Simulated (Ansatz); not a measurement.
`[OH][W]([F])([F])([Cl])([Cl])[Cl]`. Charge 0, multiplicity 1. W takes the def2 core potential. The geometry is a stationary point of PBE0-D4/def2-TZVP. It is one conformer, not always the lowest.

```xyz
8

O     1.357    0.593    0.589
W    -0.166   -0.059   -0.230
F    -0.993    1.592   -0.164
F     0.582   -1.736   -0.444
Cl   -2.162   -0.949   -0.889
Cl   -0.826   -0.555    1.947
Cl    0.571    0.464   -2.316
H     1.637    0.649    1.507
```

**Question.** What is the dipole moment at r2SCAN/def2-TZVPP? (Estimate.)

**Answer.** The calculation gave: 2.16 D, with components (1.74, 0.74, 1.04) D in this frame, pointing from negative to positive charge.

**Question.** And with PBE, B3LYP, ωB97M-V? (An estimate is asked.)

**Answer.** Computed: PBE 2.09 D, B3LYP 2.07 D, ωB97M-V 2.17 D.

**Question.** Give the Mulliken charges with r2SCAN, PBE, B3LYP in def2-TZVPP. (Estimate.)

**Answer.** Computed: 
```tsv
atom	r2SCAN	PBE	B3LYP
O1	-0.30	-0.24	-0.29
W2	1.13	0.87	1.11
F3	-0.23	-0.19	-0.24
F4	-0.23	-0.19	-0.24
Cl5	-0.17	-0.13	-0.15
Cl6	-0.26	-0.22	-0.25
Cl7	-0.17	-0.13	-0.16
H8	0.24	0.22	0.22
```

B3LYP here is the variant with VWN-RPA as its local correlation; programs differ in this.
